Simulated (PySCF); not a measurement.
# Spinor energies of Zn+ (zinc, charge +1)

Start: [Ar] 3d10 4s1; 4s1/2 filled at m_j = +1/2. Calculated with PySCF 2.14 in x2c-QZVPPall-2c: generalised Hartree-Fock with the X2C-1e Hamiltonian and a Gaussian nucleus; one run each with spin-orbit coupling (SO) switched off, then screened by Boettger's factors.

```
spinor shell  electrons  ε, spin-free (eV)  ε, screened SO (eV)  weight of nominal j (screened SO)  rms radius, screened SO (bohr)
       1s1/2          2            -9739.4              -9739.2                              1.000                          0.0580
       2s1/2          2            -1242.8              -1242.7                              1.000                           0.244
       2p1/2          2            -1074.2              -1090.6                              1.000                           0.217
       2p3/2          4            -1074.2              -1066.2                              1.000                           0.220
       3s1/2          2            -167.10              -167.10                              1.000                           0.732
       3p1/2          2            -114.88              -117.10                              1.000                           0.770
       3p3/2          4            -114.88              -113.81                              1.000                           0.780
       3d3/2          4            -30.150              -30.415                              0.999                           0.993
       3d5/2          6            -30.150              -29.975                              1.000                            1.00
       4s1/2          1            -16.972              -16.973                              1.000                            2.70
```

```
   quantity    spin-free  screened SO
E (hartree)  -1793.99996  -1794.05235
        M_J          1/2          1/2
       ⟨J²⟩        0.751        0.751
       ⟨L²⟩        0.000        0.002
       ⟨S²⟩        0.751        0.753
```

Without spin-orbit coupling the j labels of p, d and f shells carry no meaning; the spin-free column gives the mean over the occupied spinors of each nl shell.
